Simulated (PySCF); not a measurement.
C₂H₅BBrF, SMILES CCB(F)Br.

Coordinates come from a PBE-D3(BJ)/def2-SVP optimisation. The structure was generated by enumeration, and PubChem lists no compound with its InChIKey, so it may never have been made. One conformer was computed; it need not be the lowest.

Computed with PBE-D3(BJ)/def2-SVP in PySCF 2.14.0.

Frequencies are harmonic and unscaled.

Computed vibrational spectrum:
| mode | ν (cm⁻¹) | IR (km/mol) | Raman (Å⁴/amu) | depolarisation | moving atoms (share of kinetic energy) |
|---|---|---|---|---|---|
| 1 | 33 | 0.5 | 0.1 | 0.75 | H 51 %, C 35 %, F 8 % |
| 2 | 164 | 0.2 | 0.3 | 0.73 | F 31 %, C 30 %, H 20 %, B 11 %, Br 8 % |
| 3 | 194 | 0.2 | 0.0 | – | H 83 %, C 10 % |
| 4 | 279 | 5.6 | 2.6 | 0.41 | C 51 %, F 20 %, H 15 %, Br 11 % |
| 5 | 326 | 0.5 | 3.5 | 0.28 | F 49 %, Br 32 %, C 11 % |
| 6 | 391 | 0.2 | 0.8 | 0.75 | B 47 %, H 46 % |
| 7 | 622 | 23.0 | 6.5 | 0.12 | C 38 %, F 26 %, H 17 %, B 15 % |
| 8 | 704 | 20.3 | 0.8 | 0.75 | H 54 %, B 27 %, C 18 % |
| 9 | 926 | 193.2 | 1.4 | 0.09 | B 58 %, C 24 %, H 13 % |
| 10 | 951 | 9.8 | 1.9 | 0.69 | H 78 %, C 19 % |
| 11 | 952 | 0.5 | 0.1 | 0.75 | H 75 %, C 16 %, B 8 % |
| 12 | 1058 | 68.7 | 4.6 | 0.36 | C 52 %, H 38 %, B 9 % |
| 13 | 1199 | 0.3 | 3.7 | 0.75 | H 80 %, C 19 % |
| 14 | 1258 | 104.1 | 0.8 | 0.69 | H 39 %, B 26 %, C 25 %, F 10 % |
| 15 | 1322 | 151.5 | 8.5 | 0.71 | H 40 %, B 30 %, C 21 %, F 9 % |
| 16 | 1354 | 21.1 | 3.4 | 0.69 | H 71 %, C 16 %, B 10 % |
| 17 | 1363 | 11.2 | 6.0 | 0.68 | H 72 %, B 12 %, C 12 % |
| 18 | 1428 | 23.3 | 16.7 | 0.74 | H 93 % |
| 19 | 1428 | 6.5 | 20.5 | 0.75 | H 97 % |
| 20 | 2963 | 15.6 | 100.1 | 0.06 | H 94 % |
| 21 | 2977 | 28.4 | 139.8 | 0.01 | H 97 % |
| 22 | 2996 | 1.1 | 79.1 | 0.75 | H 91 %, C 9 % |
| 23 | 3064 | 15.9 | 94.4 | 0.72 | H 91 %, C 9 % |
| 24 | 3065 | 15.4 | 52.4 | 0.75 | H 91 %, C 9 % |
